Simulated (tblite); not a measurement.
C5H10Cl2SSi.
Bonds: C1–C2, C2–S3 (double), C2–C4, C4–C5, C5–Si6, Si6–C7, C7–Cl8, C7–Cl9. Hydrogens: H10, H11, H12 on C1; H13, H14 on C4; H15, H16 on C5; H17, H18 on Si6; H19 on C7.

Computed with GFN2-xTB (tblite), gas phase: L-BFGS steps from a force-field or distance-geometry start until the largest atomic force falls under 0.01 eV/Å.

Step 7: E = -812.2624 eV
```
atom  x, y, z in Å  |  force x, y, z in eV/Å
C1     -2.7585    0.1420   -0.1449    0.020   0.021  -0.025
C2     -1.6580    0.1124    0.8560    0.011   0.042   0.028
S3     -1.5642    1.2287    2.0332    0.062   0.016  -0.008
C4     -0.6469   -0.9818    0.7475   -0.038   0.046   0.049
C5      0.2560   -0.8619   -0.4894   -0.040  -0.031  -0.069
Si6     1.4743    0.6003   -0.5682   -0.029   0.047  -0.018
C7      2.5283    0.6479    1.0421    0.068   0.011   0.079
Cl8     3.7413    1.9429    0.9129   -0.037   0.000  -0.046
Cl9     3.3632   -0.9040    1.2973   -0.062  -0.003  -0.064
H10    -3.0894   -0.8634   -0.3963   -0.031  -0.017  -0.002
H11    -2.3998    0.6122   -1.0600    0.048   0.017  -0.076
H12    -3.5962    0.7332    0.2157   -0.007  -0.019   0.039
H13    -0.0359   -0.9900    1.6504    0.042  -0.045  -0.011
H14    -1.1893   -1.9322    0.6824    0.056   0.006   0.035
H15    -0.3702   -0.7951   -1.3769   -0.070  -0.099  -0.074
H16     0.8123   -1.7953   -0.5730    0.053  -0.019  -0.007
H17     0.7599    1.8776   -0.6612    0.075  -0.024   0.043
H18     2.3879    0.3874   -1.6970   -0.053   0.037   0.128
H19     1.9756    0.8482    1.9576   -0.069   0.014  -0.001
```

Step 8: E = -812.2652 eV
```
atom  x, y, z in Å  |  force x, y, z in eV/Å
C1     -2.7584    0.1418   -0.1473    0.055   0.025   0.016
C2     -1.6575    0.1133    0.8568    0.014   0.016  -0.026
S3     -1.5608    1.2304    2.0335    0.050  -0.006  -0.035
C4     -0.6463   -0.9822    0.7469   -0.052   0.057   0.043
C5      0.2546   -0.8634   -0.4940   -0.061  -0.027  -0.002
Si6     1.4723    0.6019   -0.5666   -0.051   0.032  -0.046
C7      2.5275    0.6489    1.0431    0.045  -0.001   0.049
Cl8     3.7395    1.9423    0.9122   -0.016   0.021  -0.048
Cl9     3.3602   -0.9032    1.2953   -0.046  -0.027  -0.057
H10    -3.0896   -0.8662   -0.3968   -0.012   0.059   0.008
H11    -2.3965    0.6131   -1.0631    0.006  -0.016  -0.010
H12    -3.5939    0.7339    0.2200    0.006  -0.041  -0.013
H13    -0.0346   -0.9885    1.6501    0.040  -0.052  -0.037
H14    -1.1900   -1.9329    0.6837    0.072   0.029   0.036
H15    -0.3754   -0.8024   -1.3800   -0.036  -0.085  -0.054
H16     0.8125   -1.7967   -0.5722    0.052  -0.003  -0.021
H17     0.7618    1.8825   -0.6581    0.077  -0.044   0.042
H18     2.3891    0.3881   -1.6930   -0.056   0.041   0.125
H19     1.9759    0.8486    1.9580   -0.086   0.021   0.030
```

Step 9: E = -812.2680 eV
```
atom  x, y, z in Å  |  force x, y, z in eV/Å
C1     -2.7574    0.1420   -0.1496    0.068   0.025   0.045
C2     -1.6568    0.1145    0.8571    0.021  -0.007  -0.063
S3     -1.5563    1.2322    2.0331    0.036  -0.013  -0.050
C4     -0.6464   -0.9816    0.7468   -0.030   0.041   0.013
C5      0.2521   -0.8654   -0.4987   -0.063  -0.018   0.048
Si6     1.4692    0.6039   -0.5655   -0.068  -0.011  -0.025
C7      2.5271    0.6498    1.0448   -0.018  -0.008   0.006
Cl8     3.7374    1.9422    0.9105    0.004   0.037  -0.043
Cl9     3.3562   -0.9029    1.2921   -0.028  -0.047  -0.045
H10    -3.0899   -0.8679   -0.3972    0.010   0.117   0.015
H11    -2.3931    0.6136   -1.0665   -0.033  -0.041   0.048
H12    -3.5913    0.7338    0.2241    0.015  -0.048  -0.061
H13    -0.0325   -0.9880    1.6490    0.037  -0.046  -0.054
H14    -1.1894   -1.9331    0.6858    0.067   0.036   0.037
H15    -0.3813   -0.8116   -1.3843    0.004  -0.069  -0.018
H16     0.8135   -1.7981   -0.5717    0.034   0.026  -0.027
H17     0.7652    1.8868   -0.6542    0.058  -0.034   0.038
H18     2.3893    0.3897   -1.6865   -0.036   0.038   0.092
H19     1.9746    0.8494    1.9589   -0.080   0.022   0.043
```

Step 10: E = -812.2708 eV
```
atom  x, y, z in Å  |  force x, y, z in eV/Å
C1     -2.7552    0.1427   -0.1511    0.056   0.022   0.055
C2     -1.6556    0.1158    0.8565    0.035  -0.019  -0.068
S3     -1.5510    1.2337    2.0317    0.023  -0.004  -0.050
C4     -0.6468   -0.9805    0.7468    0.013   0.003  -0.022
C5      0.2483   -0.8678   -0.5030   -0.041  -0.006   0.066
Si6     1.4646    0.6055   -0.5645   -0.070  -0.060   0.026
C7      2.5261    0.6507    1.0468   -0.085  -0.010  -0.029
Cl8     3.7353    1.9427    0.9079    0.008   0.034  -0.035
Cl9     3.3515   -0.9036    1.2880   -0.017  -0.050  -0.032
H10    -3.0900   -0.8674   -0.3973    0.027   0.131   0.016
H11    -2.3902    0.6134   -1.0691   -0.055  -0.046   0.078
H12    -3.5881    0.7329    0.2272    0.011  -0.033  -0.089
H13    -0.0297   -0.9882    1.6469    0.037  -0.029  -0.057
H14    -1.1876   -1.9326    0.6888    0.042   0.023   0.035
H15    -0.3874   -0.8227   -1.3888    0.038  -0.050   0.021
H16     0.8152   -1.7990   -0.5716    0.012   0.053  -0.024
H17     0.7697    1.8910   -0.6493    0.026  -0.006   0.032
H18     2.3891    0.3921   -1.6781   -0.007   0.030   0.041
H19     1.9720    0.8505    1.9605   -0.053   0.017   0.036
```

Task: Estimate the geometry and energy of step 11. (The exact step hangs on the optimiser's Hessian estimate; all steps are aligned on step 10, rigid shifts and turns removed.)

Result: E = -812.2735 eV, largest force 0.130 eV/Å
```
atom  x, y, z in Å  |  force x, y, z in eV/Å
C1     -2.7521    0.1438   -0.1515    0.028   0.017   0.047
C2     -1.6534    0.1169    0.8549    0.049  -0.018  -0.040
S3     -1.5453    1.2350    2.0292    0.017   0.015  -0.037
C4     -0.6470   -0.9794    0.7465    0.053  -0.040  -0.043
C5      0.2439   -0.8705   -0.5062   -0.002   0.003   0.051
Si6     1.4586    0.6061   -0.5633   -0.054  -0.083   0.068
C7      2.5234    0.6515    1.0484   -0.122  -0.009  -0.043
Cl8     3.7332    1.9438    0.9048   -0.011   0.009  -0.025
Cl9     3.3465   -0.9050    1.2832   -0.017  -0.032  -0.020
H10    -3.0896   -0.8647   -0.3972    0.032   0.094   0.012
H11    -2.3882    0.6124   -1.0704   -0.053  -0.027   0.070
H12    -3.5848    0.7315    0.2287   -0.007   0.002  -0.091
H13    -0.0261   -0.9887    1.6436    0.041  -0.007  -0.045
H14    -1.1852   -1.9319    0.6923    0.004  -0.006   0.030
H15    -0.3927   -0.8348   -1.3929    0.058  -0.026   0.049
H16     0.8169   -1.7988   -0.5719   -0.003   0.062  -0.016
H17     0.7747    1.8952   -0.6437   -0.010   0.020   0.023
H18     2.3888    0.3950   -1.6690    0.016   0.019  -0.007
H19     1.9685    0.8520    1.9628   -0.018   0.008   0.017
```

The energy changes by -0.0027 eV. The first-order estimate −F·Δx gives -0.0037 eV and the mean of the old and new forces, exact on a quadratic surface, -0.0027 eV. The step makes an angle of 64° with the force vector and moves no atom by more than 0.014 Å.

What follows is the cost of the whole relaxation. On Arm Neoverse N1, one thread, no GPU, shared host, this took 2.0 s wall.
